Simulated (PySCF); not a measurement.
Cartesian coordinates in Å; atom numbers follow the order of the lines, from 1:
```xyz
12

Si   -2.218    0.299    0.301
N    -0.600   -0.126    0.789
Si    0.703   -0.758   -0.173
P     2.573    0.457    0.220
H    -2.211    0.478   -1.180
H    -3.238   -0.742    0.648
H    -2.634    1.571    0.968
H    -0.403   -0.035    1.784
H     1.066   -2.170    0.176
H     0.239   -0.722   -1.592
H     3.345   -0.258   -0.747
H     2.217    1.505   -0.682
```

Computational details: GIAO B3LYP/pcSseg-2 shieldings, coordinates at the PBE0-D3(BJ)/def2-SVP level, in PySCF (no solvent model, non-relativistic, one computed conformer, equivalent nuclei averaged).

References, each an isolated molecule treated in the same way: 1H, 29Si vs TMS; 15N against NH3; H3PO4 for 31P.

| atoms | nucleus | count | δ (ppm) |
| --- | --- | --- | --- |
| H9/H10 | 1H | 2 | 5.30 |
| H11/H12 | 1H | 2 | ? |
| N2 | 15N | 1 | 12.4 |
| Si3 | 29Si | 1 | -24.2 |
| H5/H6/H7 | 1H | 3 | 4.72 |
| Si1 | 29Si | 1 | ? |
| P4 | 31P | 1 | -265.1 |
| H8 | 1H | 1 | -0.57 |

Fill in the missing shifts.

Results:


- H11/H12: 1.66 ppm, hydrogen on a phosphorus bonded to Si
- Si1: -54.8 ppm, silicon bonded to N, 3 H

Exchangeable OH/NH protons stand at their gas-phase positions; hydrogen bonding in a real sample shifts them, mostly to higher δ. Experimental scales use liquid or dissolved standards, which lie at an offset from isolated NH3 (liquid NH3: subtract about 20 ppm) and H3PO4.
